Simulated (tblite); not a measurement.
A geometry optimisation, step by step.

C5H3F4O (doublet state).
Numbering: `[CH2:1]=[C:2][O:3]/[C:4]([F:5])=[CH:6]/[C:7]([F:8])([F:9])[F:10]` (hydrogens: H11, H12 on C1; H13 on C6)
Bond orders are those of one Lewis drawing.

Computed with GFN2-xTB (tblite), gas phase: L-BFGS steps from a force-field or distance-geometry start until the largest atomic force falls under 0.01 eV/Å. 6 of its 69 geometries are shown.

Step 0: E = -954.0347 eV, largest atomic force 3.092 eV/Å
```
atom  x, y, z in Å  |  force x, y, z in eV/Å
C1      3.039    0.485   -0.393   -0.665  -0.022   1.638
C2      2.186    0.072    0.547    0.311  -0.425  -2.457
O3      1.172   -0.768    0.134   -2.258   2.004   0.670
C4     -0.070   -0.159   -0.107    1.902  -0.166   0.873
F5     -0.210    1.159    0.236    1.916  -1.652   0.100
C6     -1.111   -0.817   -0.618    0.519   0.310  -0.233
C7     -2.360   -0.022   -0.801   -0.349  -0.068   0.618
F8     -2.159    1.306   -0.526   -1.828  -1.414  -1.203
F9     -2.879   -0.181   -2.069    0.164   0.433   1.821
F10    -3.243   -0.481    0.181    0.191   0.709  -1.550
H11     2.809    0.129   -1.396    0.434   0.332  -0.026
H12     3.867    1.139   -0.169   -0.125  -0.259  -0.221
H13    -1.046   -1.861   -0.877   -0.211   0.217  -0.029
```

Step 14: E = -954.9408 eV, largest atomic force 0.199 eV/Å
```
atom  x, y, z in Å  |  force x, y, z in eV/Å
C1      3.066    0.468   -0.427   -0.002   0.047   0.055
C2      2.230   -0.086    0.398   -0.119   0.070  -0.024
O3      1.094   -0.782    0.256   -0.021   0.101  -0.146
C4     -0.034   -0.139   -0.020    0.096  -0.035  -0.031
F5     -0.013    1.169    0.255    0.082  -0.058   0.008
C6     -1.108   -0.730   -0.554    0.021   0.038  -0.014
C7     -2.408   -0.046   -0.777   -0.164   0.102   0.046
F8     -2.382    1.280   -0.639    0.051   0.060  -0.003
F9     -2.893   -0.285   -2.007    0.017  -0.089  -0.033
F10    -3.349   -0.489    0.082   -0.067  -0.059   0.004
H11     3.001    0.323   -1.508    0.001   0.100   0.053
H12     3.878    1.080   -0.075    0.070  -0.167  -0.008
H13    -1.085   -1.763   -0.845    0.034  -0.111   0.094
```

Step 27: E = -955.0153 eV, largest atomic force 0.141 eV/Å
```
atom  x, y, z in Å  |  force x, y, z in eV/Å
C1      3.163    0.475   -0.393   -0.014  -0.004   0.014
C2      2.257   -0.148    0.296   -0.057   0.018   0.053
O3      1.098   -0.734    0.018   -0.009  -0.130   0.053
C4     -0.045   -0.086   -0.081   -0.060  -0.013  -0.106
F5      0.026    1.220    0.187   -0.067  -0.016  -0.098
C6     -1.175   -0.716   -0.449   -0.044   0.000  -0.054
C7     -2.485   -0.072   -0.752    0.108  -0.051  -0.016
F8     -2.472    1.260   -0.694   -0.038  -0.030   0.098
F9     -2.892   -0.389   -2.001    0.033  -0.020   0.028
F10    -3.473   -0.501    0.058    0.059   0.077   0.036
H11     3.060    0.620   -1.466    0.063   0.073  -0.070
H12     4.063    0.848    0.056    0.052   0.002   0.042
H13    -1.131   -1.777   -0.641   -0.027   0.095   0.021
```

Step 41: E = -955.0489 eV, largest atomic force 0.159 eV/Å
```
atom  x, y, z in Å  |  force x, y, z in eV/Å
C1      3.192    0.495   -0.341   -0.008  -0.004   0.049
C2      2.247   -0.172    0.243    0.021  -0.072   0.003
O3      1.091   -0.745   -0.052    0.032   0.058  -0.044
C4     -0.046   -0.098   -0.217    0.099   0.025  -0.038
F5      0.030    1.232   -0.130    0.114   0.009   0.016
C6     -1.197   -0.742   -0.463    0.009  -0.036  -0.069
C7     -2.496   -0.081   -0.718   -0.079   0.026  -0.032
F8     -2.463    1.250   -0.636   -0.115   0.010   0.109
F9     -2.969   -0.364   -1.948   -0.010  -0.063  -0.053
F10    -3.441   -0.519    0.137   -0.058   0.115   0.019
H11     3.161    0.799   -1.388    0.013  -0.035   0.020
H12     4.086    0.756    0.199   -0.017   0.082  -0.011
H13    -1.198   -1.811   -0.544   -0.001  -0.114   0.031
```

Step 54: E = -955.0687 eV, largest atomic force 0.034 eV/Å
```
atom  x, y, z in Å  |  force x, y, z in eV/Å
C1      3.196    0.509   -0.284   -0.012  -0.005   0.005
C2      2.245   -0.221    0.208    0.001   0.010  -0.007
O3      1.107   -0.783   -0.166   -0.001   0.008  -0.006
C4     -0.019   -0.114   -0.340   -0.020   0.002  -0.004
F5      0.108    1.216   -0.346    0.010  -0.018   0.005
C6     -1.202   -0.738   -0.482    0.005  -0.004   0.000
C7     -2.516   -0.074   -0.689    0.000  -0.014   0.007
F8     -2.499    1.255   -0.576    0.025  -0.017   0.000
F9     -3.031   -0.348   -1.907    0.024   0.007   0.002
F10    -3.429   -0.524    0.194   -0.005   0.002   0.004
H11     3.218    0.842   -1.321    0.014   0.003  -0.002
H12     4.042    0.795    0.317   -0.013   0.007  -0.004
H13    -1.225   -1.814   -0.467   -0.028   0.019   0.000
```

Step 68: E = -955.0697 eV, largest atomic force 0.008 eV/Å
```
atom  x, y, z in Å  |  force x, y, z in eV/Å
C1      3.192    0.517   -0.284    0.001   0.000  -0.004
C2      2.240   -0.216    0.201    0.003   0.000  -0.001
O3      1.110   -0.791   -0.178    0.001  -0.008   0.001
C4     -0.020   -0.129   -0.347   -0.002  -0.002   0.003
F5      0.107    1.201   -0.358    0.000   0.006  -0.002
C6     -1.205   -0.750   -0.477   -0.004   0.001  -0.002
C7     -2.511   -0.072   -0.684    0.003   0.000   0.001
F8     -2.477    1.256   -0.563   -0.001  -0.001   0.000
F9     -3.023   -0.331   -1.906    0.005   0.004   0.001
F10    -3.433   -0.515    0.192   -0.003  -0.003  -0.005
H11     3.234    0.839   -1.325   -0.003   0.000   0.006
H12     4.023    0.818    0.329   -0.002   0.001  -0.004
H13    -1.242   -1.825   -0.459    0.001   0.003   0.005
```

**Question.** Summarise the path.

**Answer.** The energy falls by 23.87 kcal/mol from step 0 to step 68; nine tenths of that is first reached at step 19. It falls at every step. The largest force goes from 3.092 to 0.008 eV/Å. Among the bonds O3–C4 changes most, from 1.403 to 1.321 Å; the atoms move by 0.432 Å rms after alignment.

The cost below is that of the whole relaxation. The run took 0.42 s on one thread, Arm Neoverse V1 (aarch64), no GPU, on a shared host.
